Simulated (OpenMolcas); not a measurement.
Cu3+.

```yaml
Program: OpenMolcas 26.06
Method: CASSCF
Basis: ANO-RCC-VDZP [5s4p2d1f]
Scalar_Hamiltonian: DKH2, point nucleus
Active_space: 8 electrons in 5 orbitals (3d)
State_averaging: 2S+1 = 3 even, 10 roots; 2S+1 = 1 even, 15 roots
Spin-orbit_coupling: RASSI with atomic mean-field integrals over the reference wave functions, term energies averaged over their components
```

Levels without dynamic correlation, in cm-1 above 3d8 3F4:

```csv
Level,E
3d8 1D2,19285
3d8 3P2,23509
3d8 1G4,29937
3d8 1S0,71744
```

On this reference, SS-CASPT2, IPEA 0.25 Eh, imaginary shift 0.1 Eh (closed shells correlated: 3s 3p) puts 3d8 1D2 at 16080 cm-1.

Q: Estimate the other levels at that method by one scale factor, and say how well it serves.

A: The factor is 16080 / 19285 = 0.834. Scaled values beside those that SS-CASPT2 gives and measured ones (Sugar and Musgrove, J. Phys. Chem. Ref. Data 19, 527 (1990)):
| Level | Scaled | SS-CASPT2 | Miss (%) | Measured |
| --- | --- | --- | --- | --- |
| 3d8 3P2 | 19607 | 20930 | -6.3 | 19697 |
| 3d8 1G4 | 24967 | 28060 | -11.0 | 26913 |
| 3d8 1S0 | 59834 | 62360 | -4.0 | 61456 |
For these levels the scaled values miss SS-CASPT2 by up to 11.0 %, as correlation changes each term by its own factor, spin-orbit parts do not scale and CASPT2 has its own spread within terms. This holds within one configuration; levels of others move differently, and the target method has errors of its own against measurement.

Term energies are means over components that CASPT2 splits; among the terms shown or strongly mixed into the levels shown the widest spread is 950 cm-1 (3d8 3F, SS-CASPT2). The basis is small and was not contracted for so high a charge. Without dynamic correlation excited terms often stand tens of per cent too high (terms of higher spin than the ground term too low), and those without a measured partner can miss by more than the paired ones (holds for CASSCF). Some levels mix across a computed gap that differs much from the measured one, so their mixing is not that of the real levels (holds for SS-CASPT2). Measured partners are found by configuration, term and J. A level has none where our copy of the source lacks it or the pairing is in doubt (some pairs that miss far off the trend of their configuration count as doubtful), and it then counts in no deviation. Levels of configurations outside the active space are missing.
